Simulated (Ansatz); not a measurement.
Born–Oppenheimer molecular dynamics of C2H7F3Si (13 atoms, charge 0, multiplicity 1). It starts from a rough guess of a transition structure, not a stationary point.

Method: UKS B3LYP/STO-3G in Ansatz 0.2.0.

```json
{
  "ensemble": "NVE (velocity Verlet)",
  "time step": "0.5 fs",
  "steps asked": "150",
  "starting velocities drawn for": "600 K",
  "seed": "859743"
}
```

First frame:

```xyz
13
Properties=species:S:1:pos:R:3
Si -0.231 0.080 1.499
C 0.563 0.269 -0.514
C -0.529 -0.042 -1.534
F -0.984 1.514 1.478
F 0.937 0.495 2.495
H -1.308 -0.803 1.818
H 0.884 -0.842 0.270
F 0.858 -1.577 1.223
H 1.530 -0.087 -0.902
H 0.709 1.348 -0.449
H -1.464 0.436 -1.252
H -0.257 0.321 -2.524
H -0.707 -1.111 -1.607
```

**Question.** How far do the bonds stretch over the last three quarters of this one trajectory? (Pairs bonded in most of those frames.)

**Answer.** 
```tsv
bond	mean (Å)	spread (Å)	shortest	longest
Si1–C2	1.924	0.104	1.78	2.09
Si1–F4	1.661	0.034	1.60	1.70
Si1–F5	1.696	0.066	1.59	1.80
Si1–H6	1.460	0.024	1.42	1.49
C2–C3	1.571	0.076	1.47	1.70
C2–H9	1.105	0.022	1.07	1.14
C2–H10	1.107	0.024	1.07	1.14
C3–H11	1.105	0.018	1.07	1.14
C3–H12	1.109	0.050	1.03	1.19
C3–H13	1.105	0.022	1.06	1.14
H7–F8	1.041	0.097	0.88	1.19
```

Mean temperature of the second half: 1382 K. The conserved energy stayed within 0.88 meV per atom of its start (net change -0.015 meV per atom), so the integration is sound. The system heated up, since it started high on the potential surface and ran downhill. A run of 0.075 ps of so small a system gives no equilibrium averages. The orbitals stay closed-shell, which can raise the energy where a bond breaks towards radicals; this wasn't checked here. Limits of this set-up: minimal basis.

The run took 12 min on 1 thread of Arm Neoverse V1 (shared host), peak memory 0.16 GiB.
